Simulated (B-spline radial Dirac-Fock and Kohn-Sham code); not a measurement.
**Dy³⁺: eigenvalues, ΔSCF and the reference**

System: dysprosium as Dy³⁺ in the configuration [Xe] 4f8 6p1 (an excited configuration).

The density-functional columns are spherical, spin-unpolarised Dirac-Kohn-Sham results without Breit or QED terms: −ε is minus the orbital energy of the initial state and ΔSCF the difference of two total energies. The reference in the last column comes from Dirac-Fock ΔSCF + Breit + QED. All numbers are from an atomic code on a B-spline grid, in eV; a selection of levels is shown. The Kohn-Sham columns are given as differences from the reference. For the 1s level of heavy atoms much of the gap between ΔSCF and the reference is the Breit and QED part, -238.7 eV here; for other levels the error of the functional can be larger.

```tsv
level	PBE −ε − DF	PBE ΔSCF − DF	Dirac-Fock
1s	-202.2	+276.5	53837.2
2s	-140.9	-53.5	9106.1
2p1/2	-104.9	+6.3	8634.0
2p3/2	-114.1	-15.0	7843.1
3s	-72.6	-45.7	2105.2
3p1/2	-58.4	-29.7	1900.6
3p3/2	-57.7	-31.0	1733.9
3d3/2	-37.8	-6.4	1386.5
3d5/2	-38.6	-7.9	1351.0
4s	-36.3	-23.3	475.2
4p1/2	-29.4	-16.6	393.1
4p3/2	-29.4	-17.0	355.7
4d3/2	-17.0	-5.0	219.3
4d5/2	-17.1	-5.2	212.5
4f	-7.4	+3.2	53.71
5s	-10.8	-2.9	97.29
5p1/2	-6.0	+1.3	70.85
5p3/2	-5.9	+1.1	65.15
6p	-2.1	+0.9	22.37
```

Values without a named source are computed, but for edge energies of neutral atoms, which are taken from tables.
